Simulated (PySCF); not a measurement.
# A survey of $^{29}$Si NMR shifts

No solvent, one computed conformer, non-relativistic Hamiltonian, averaged over atoms made equivalent by symmetry, fast rotation or ring inversion. NMR shieldings at PBE0/pcSseg-1/GIAO; coordinates at the GFN2-xTB level; PySCF 2.14.

Shieldings were converted by a linear fit to measured shifts: $^{29}$Si (scatter 8.9 ppm rms, 25.8 ppm with the 6 outliers that the fit left out vs TMS, solution or neat liquid). Occasional misses reach two or three times the rms, and more in compound classes unlike the fitted ones.

(1) Give the $^{29}$Si shifts of `CN1C[Si@@H](S)[Si@H]([SiH3])[SiH2]1`, `[SiH3]C[Si@@H](Cl)C1=C(Cl)CC1`, `[SiH3]C[SiH2]N1[SiH2]CS[SiH2]1`.

(2) Order these by $^{29}$Si shift, lowest first.
A. CC(=O)c1cnn(C)c1[SiH3]
B. COC([SiH3])([SiH3])CCF
C. C[Si](C)(C)c1cpccn1

Results:

(1) 
```json
{"compound": "[CH3:1][N:2]1[CH2:3][Si@@H:4]([SH:5])[Si@H:6]([SiH3:7])[SiH2:8]1", "environment": "Si4: silicon bonded to C, S, Si, H, in a 5-membered ring", "δ (ppm)": "-13.1"}
{"compound": "[CH3:1][N:2]1[CH2:3][Si@@H:4]([SH:5])[Si@H:6]([SiH3:7])[SiH2:8]1", "environment": "Si8: silicon bonded to N, Si, 2 H, in a 5-membered ring", "δ (ppm)": "-35.3"}
{"compound": "[CH3:1][N:2]1[CH2:3][Si@@H:4]([SH:5])[Si@H:6]([SiH3:7])[SiH2:8]1", "environment": "Si7: silicon bonded to Si, 3 H", "δ (ppm)": "-102.1"}
{"compound": "[CH3:1][N:2]1[CH2:3][Si@@H:4]([SH:5])[Si@H:6]([SiH3:7])[SiH2:8]1", "environment": "Si6: silicon bonded to 3 Si, H, in a 5-membered ring", "δ (ppm)": "-116.3"}
{"compound": "[SiH3:1][CH2:2][Si@@H:3]([Cl:4])[C:5]1=[C:6]([Cl:7])[CH2:8][CH2:9]1", "environment": "Si3: silicon bonded to 2 C, Cl, H", "δ (ppm)": "-16.9"}
{"compound": "[SiH3:1][CH2:2][Si@@H:3]([Cl:4])[C:5]1=[C:6]([Cl:7])[CH2:8][CH2:9]1", "environment": "Si1: silicon bonded to C, 3 H", "δ (ppm)": "-71.3"}
{"compound": "[SiH3:1][CH2:2][SiH2:3][N:4]1[SiH2:5][CH2:6][S:7][SiH2:8]1", "environment": "Si8: silicon bonded to N, S, 2 H, in a 5-membered ring", "δ (ppm)": "-10.5"}
{"compound": "[SiH3:1][CH2:2][SiH2:3][N:4]1[SiH2:5][CH2:6][S:7][SiH2:8]1", "environment": "Si5: silicon bonded to C, N, 2 H, in a 5-membered ring", "δ (ppm)": "-22.9"}
{"compound": "[SiH3:1][CH2:2][SiH2:3][N:4]1[SiH2:5][CH2:6][S:7][SiH2:8]1", "environment": "Si3: silicon bonded to C, N, 2 H", "δ (ppm)": "-34.1"}
{"compound": "[SiH3:1][CH2:2][SiH2:3][N:4]1[SiH2:5][CH2:6][S:7][SiH2:8]1", "environment": "Si1: silicon bonded to C, 3 H", "δ (ppm)": "-72.4"}
```

(2) A (-88.9 ppm, silicon bonded to C, 3 H), B (-61.2 ppm, silicon bonded to C, 3 H), C (-8.8 ppm, silicon bonded to 4 C).
